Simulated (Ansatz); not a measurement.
Cost and result for the atomization energy of `C#[C][Al]([CH3])[C]#C` (11 atoms, 10 bonds).

```xyz
11

C    -0.389    1.978    2.328
C    -0.240    1.204    1.409
Al    0.017   -0.046   -0.006
C     0.779   -1.793    0.341
C    -0.506    0.502   -1.754
C    -0.830    0.823   -2.876
H    -0.523    2.663    3.135
H     1.772   -1.699    0.792
H     0.872   -2.396   -0.565
H     0.165   -2.346    1.058
H    -1.116    1.111   -3.862
```

The species carries charge 0 and has multiplicity 1. All single points use the PBE0-D4/def2-TZVP geometry. Program: Ansatz. All runs use 4 threads of a server CPU on a shared host. Times are those of one run each, without the atoms' runs, and a repeat can differ threefold. Electronic energies, without spin–orbit coupling; frozen cores. CCSD(T)/CBS adds CCSD(T) − MP2 in def2-TZVPP to the MP2 limit, and its time is that of the two runs behind it. T1 = 0.013. HSE06 is the plane-wave form, built on full-range PBE exchange.

CCSD(T)/CBS is a level of theory with its own doubt, some kJ/mol a heavy atom from the limit and from the frozen cores, so smaller differences don't rank the functionals.

```json
{"level": "BLYP-D4/def2-TZVPP", "functions": "267", "wall time": "1.4 s", "atomization (kJ/mol)": "4736.4", "difference from CCSD(T)/CBS": "4.8", "per bond": "0.5"}
{"level": "revPBE-D4/def2-TZVPP", "functions": "267", "wall time": "1.6 s", "atomization (kJ/mol)": "4731.3", "difference from CCSD(T)/CBS": "-0.3", "per bond": "0.0"}
{"level": "BHLYP-D4/def2-TZVPP", "functions": "267", "wall time": "2.5 s", "atomization (kJ/mol)": "4578.7", "difference from CCSD(T)/CBS": "-152.9", "per bond": "-15.3"}
{"level": "r2SCAN-D4/def2-TZVPP (with forces)", "functions": "267", "wall time": "2.8 s", "atomization (kJ/mol)": "4750.6", "difference from CCSD(T)/CBS": "19.0", "per bond": "1.9"}
{"level": "HSE06-D4/def2-TZVPP", "functions": "267", "wall time": "2.8 s", "atomization (kJ/mol)": "4761.4", "difference from CCSD(T)/CBS": "29.8", "per bond": "3.0"}
{"level": "r2SCANh-D4/def2-TZVPP", "functions": "267", "wall time": "3 s", "atomization (kJ/mol)": "4715.7", "difference from CCSD(T)/CBS": "-15.9", "per bond": "-1.6"}
{"level": "CCSD(T)/def2-SVP", "functions": "113", "wall time": "3.9 s", "atomization (kJ/mol)": "4522.7", "difference from CCSD(T)/CBS": "-208.9", "per bond": "-20.9"}
{"level": "B97M-V/def2-TZVPP", "functions": "267", "wall time": "4 s", "atomization (kJ/mol)": "4751.3", "difference from CCSD(T)/CBS": "19.7", "per bond": "2.0"}
{"level": "B2PLYP/def2-TZVPP", "functions": "267", "wall time": "4.7 s", "atomization (kJ/mol)": "4706.2", "difference from CCSD(T)/CBS": "-25.4", "per bond": "-2.5"}
{"level": "ωB97X-V/def2-TZVPP", "functions": "267", "wall time": "5.5 s", "atomization (kJ/mol)": "4716.9", "difference from CCSD(T)/CBS": "-14.7", "per bond": "-1.5"}
{"level": "MP2/def2-QZVPP", "functions": "505", "wall time": "17 s", "atomization (kJ/mol)": "4814.4", "difference from CCSD(T)/CBS": "82.8", "per bond": "8.3"}
{"level": "CCSD(T)/def2-TZVPP", "functions": "267", "wall time": "52 s", "atomization (kJ/mol)": "4613.7", "difference from CCSD(T)/CBS": "-117.9", "per bond": "-11.8"}
{"level": "CCSD(T)/CBS(def2)", "functions": "–", "wall time": "69 s", "atomization (kJ/mol)": "4731.6", "difference from CCSD(T)/CBS": "0.0", "per bond": "0.0"}
```

From BLYP to BHLYP (50 % exact exchange), in def2-TZVPP and without D4, the atomization energy moves by −140.2 kJ/mol: exact exchange takes away binding that semilocal exchange gives to molecules. At CCSD(T), def2-SVP lies −208.9 kJ/mol from the extrapolated value and def2-TZVPP −117.9 kJ/mol: correlation converges slowly with the basis, and small sets miss more of it in the bonded molecule than in its fragments. In def2-TZVPP, CCSD(T) changes the Hartree–Fock value by +1113.8 kJ/mol (the triples alone add +88.7 kJ/mol) and MP2 by +1245.2 kJ/mol; breaking electron pairs costs correlation energy, which Hartree–Fock lacks.
